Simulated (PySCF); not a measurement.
Sn⁺: ionisation energy

Sn⁺ [Kr] 4d10 5s2 5p1 (2P) → Sn²⁺ [Kr] 4d10 5s2 (1S), as a difference of total energies. Computed with PySCF 2.14 in cc-pVTZ-PP with ECP28MDF, with scalar relativity through the core potential. Correlated levels: valence: 4s2 4p6 4d10 frozen. The calculations carry no spin-orbit coupling.

| method | ionisation energy (eV) | error (eV) |
| --- | --- | --- |
| UHF | 13.741 | -0.541 |
| PBE | 14.216 | -0.066 |
| B3LYP | 14.314 | +0.032 |
| MP2 (valence) | 13.946 | -0.336 |
| SCS-MP2 (valence) | 13.934 | -0.348 |
| CCSD (valence) | 14.012 | -0.270 |
| CCSD(T) (valence) | 14.030 | -0.252 |

Reference: 14.282 eV (measured; NIST levels, between the centres of gravity of the two terms).

Errors of the correlated levels include the incompleteness of this basis and the frozen core.
